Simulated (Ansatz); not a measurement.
Compare A (`BNC(=N)F`) with its isomer B (`FB1NCN1`).

Program: Ansatz. Geometries: PBE0-D4/def2-TZVP. ΔE: electronic, gas phase. CCSD(T)/CBS is the MP2 limit (def2-TZVPP, def2-QZVPP) plus CCSD(T) − MP2 in def2-TZVPP, frozen cores. DFT in def2-TZVPP. Each species was taken in one conformer, which may not be the lowest.

A:

Z-matrix (Å, degrees):
```
B
N 1 1.407
H 1 1.193 2 116.6
H 1 1.187 2 119.6 3 180.0
C 2 1.379 1 127.0 3 180.0
H 2 1.008 1 120.3 3 -0.1
F 5 1.351 2 109.1 1 179.6
N 5 1.245 2 126.9 1 -0.4
H 8 1.014 5 111.6 2 179.9
```

B:

```xyz
9

F     0.566    0.470    2.320
B     0.259    0.215    1.059
N     0.358    0.983   -0.140
C    -0.206   -0.171   -0.844
N    -0.293   -0.929    0.406
H     1.067    1.575   -0.533
H     0.471   -0.621   -1.577
H    -1.176    0.037   -1.308
H    -1.047   -1.558    0.617
```

Q: Which isomer does CCSD(T)/CBS put lower? Give the gap. (An estimate is asked.)

A: Ansatz gave: B, by 48.1 kcal/mol.

Q: Give E(B) − E(A) in kcal/mol with CCSD/def2-TZVPP, r2SCAN-D4, PBE-D4, PBE0-D4, MP2/def2-TZVPP, LDA (SPW92), CCSD(T)/def2-SVP. (Estimate.)

A: Computed: CCSD/def2-TZVPP -47.4, r2SCAN-D4 -44.9, PBE-D4 -44.6, PBE0-D4 -47.9, MP2/def2-TZVPP -49.6, LDA (SPW92) -50.0, CCSD(T)/def2-SVP -46.0. None reverses the order clearly.

Q: Does the order hold for the free energy at 298.15 K (harmonic terms from PBE0-D4)? (An estimate is asked.)

A: The calculation gave: Yes: G(B) − G(A) = -44.2 kcal/mol, for one conformer each.

Largest T1 diagnostic: 0.014.

Leaving LDA and LC-ωPBE aside and taking each functional with its dispersion term where it has one, the values, not all of them listed here, spread over 10.5 kcal/mol, from PBE-QIDH to BLYP-D4. LDA lies −5.4 kcal/mol from PBE without D4. From BLYP to BHLYP (50 % exact exchange), in def2-TZVPP and without D4, E(B) − E(A) moves by −6.1 kcal/mol.
